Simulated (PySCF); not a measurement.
C5H9NO2 (charge +1 and doublet state).
SMILES with atom numbers: `[CH3:1][O:2][C@@H:3]1[CH2:4][C@H:5]1[C:6]([NH2:7])=[O+:8]` (hydrogens: H9, H10, H11 on C1; H12 on C3; H13, H14 on C4; H15 on C5; H16, H17 on N7)

Cartesian coordinates in Å at the GFN2-xTB level; atoms count from 1:
```
atom  x, y, z in Å
C1     2.8017    0.1575    0.5485
O2     1.7281   -0.2826   -0.2341
C3     0.5225   -0.4849    0.3177
C4    -0.3907   -1.5203   -0.3509
C5    -0.6915   -0.0839   -0.5388
C6    -1.8420    0.5364    0.2563
N7    -2.5640    1.4052   -0.4505
O8    -2.0433    0.2166    1.4002
H9     3.6901   -0.3883    0.2163
H10    2.6327    0.0171    1.6181
H11    2.9856    1.2214    0.3447
H12    0.4232   -0.3588    1.3937
H13   -0.9770   -2.0961    0.3526
H14    0.0005   -2.0749   -1.1914
H15   -0.4862    0.3491   -1.5100
H16   -2.4013    1.6104   -1.4222
H17   -3.3953    1.7884   -0.0205
```

The hyperfine couplings belong to this conformer and change with its torsions.

Computed with PySCF 2.14.0, UKS B3LYP, pcH-1 on C H N O, non-relativistic, mean-field spin-orbit, GIAO. Geometry: GFN2-xTB, one conformer, isolated ion. Couplings are sensitive to structure, and on GFN2-xTB geometries they can be far from those on DFT ones, by a factor of two or more for some ions and for spin on atoms past the first row. The SCF solution wasn't tested for stability.

(1) What is the g tensor, term by term?

(2) At 34.019 GHz, how far is the centre of the isotropic spectrum from where a free electron (g = 2.002319) resonates?

(3) What are the electron Larmor frequencies g μB B/h along the three axes at 340 mT?

(4) What effective moment and Curie constant follow for a powder?

(5) In a frozen sample, at which fields do the three g values resonate at 9.5, 34, 94 and 263 GHz (hyperfine left aside), and which band first spreads them over more than twice a line width of 1.0 mT?

## Answers

(1) 
```json
{"Δg (ppt)": "relativistic mass correction", "1": "-0.26", "2": "-0.26", "3": "-0.26"}
{"Δg (ppt)": "gauge correction", "1": "0.01", "2": "0.01", "3": "0.05"}
{"Δg (ppt)": "orbital Zeeman/spin–orbit", "1": "0.63", "2": "4.65", "3": "7.16"}
{"Δg (ppt)": "total", "1": "0.37", "2": "4.41", "3": "6.94"}
```

So g = 2.00269, 2.00673, 2.00926 and g_iso = 2.00623; the tensor is rhombic: the two nearest values differ by 39 % of g3 − g1. Axes: g1 points within 9° of the C4–C5 bond and g2 points within 15° of the C3–H12 bond.

(2) B = hν/(g μB) with μB/h = 13.99624 MHz/mT gives 1213.88 mT for the free electron and 1211.52 mT at g_iso, 2.36 mT lower.

(3) 9.5302, 9.5495, 9.5615 GHz for g1, g2 and g3, a range of 31.3 MHz.

(4) With the mean of g² = 4.0249 and S(S+1) = 0.75: μ_eff = √(⟨g²⟩S(S+1)) = 1.737 μB and χT = 0.12505·⟨g²⟩·S(S+1) = 0.377 cm³ K/mol (cgs; spin-Hamiltonian part alone).

(5) 
```json
{"band": "X", "GHz": "9.5", "B(g3) mT": "337.81", "B(g2) mT": "338.24", "B(g1) mT": "338.92", "spread mT": "1.11"}
{"band": "Q", "GHz": "34.0", "B(g3) mT": "1209.01", "B(g2) mT": "1210.54", "B(g1) mT": "1212.98", "spread mT": "3.97"}
{"band": "W", "GHz": "94.0", "B(g3) mT": "3342.56", "B(g2) mT": "3346.79", "B(g1) mT": "3353.53", "spread mT": "10.97"}
{"band": "J", "GHz": "263.0", "B(g3) mT": "9352.07", "B(g2) mT": "9363.89", "B(g1) mT": "9382.76", "spread mT": "30.69"}
```

The spread grows in proportion to the frequency. Q band is the first where it exceeds 2.0 mT.

The largest Mulliken spin populations are on O2 (+0.38), C5 (+0.16), C3 (+0.15) and C4 (+0.12).

The HOMO–LUMO gaps are 7.91 eV among the α and 1.63 eV among the β orbitals.

Time: 56 s of wall time (grids of density and orbitals included); peak memory 0.97 GiB. Hardware: an Intel Xeon 6975P-C with one thread, no GPU (shared host).

The SMILES draws the unpaired electron on O8; the largest computed Mulliken spin population is on O2 (0.38 against 0.11).
